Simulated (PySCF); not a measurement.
**Mn: ionisation energy**

Mn [Ar] 3d5 4s2 [3d3/2^4 3d5/2^1, M_J = 5/2] → Mn⁺ [Ar] 3d5 4s1 [3d3/2^4 3d5/2^1 4s1/2^1, M_J = 3], as a difference of total energies. Calculation: PySCF 2.14, in x2c-TZVPall-2c (6s7p4d1f, 54 functions); the two-component X2C-1e Hamiltonian. Correlated levels: [Ne] frozen; the 6 highest virtual spinors dropped. "Screened" scales the spin-orbit matrix elements by Boettger's factors to mimic the two-electron term; Breit and QED terms are absent.

```csv
method,ionisation energy (eV),error (eV)
GHF (screened spin-orbit),6.027,-1.407
GMP2 (screened spin-orbit),6.980,-0.454
```

Reference: 7.434 eV (measured; NIST Atomic Spectra Database, ionization energies).

Errors of the correlated levels include the incompleteness of this basis and the frozen core.

The labels give the starting determinants; with spin-orbit coupling the two ends relaxed to ⟨J²⟩ = 8.77, ⟨L²⟩ = 0.00, ⟨S²⟩ = 8.77 and ⟨J²⟩ = 12.00, ⟨L²⟩ = 0.00, ⟨S²⟩ = 12.00.

MP2 underrates the near-degeneracy of ns² with np² in the lower species.
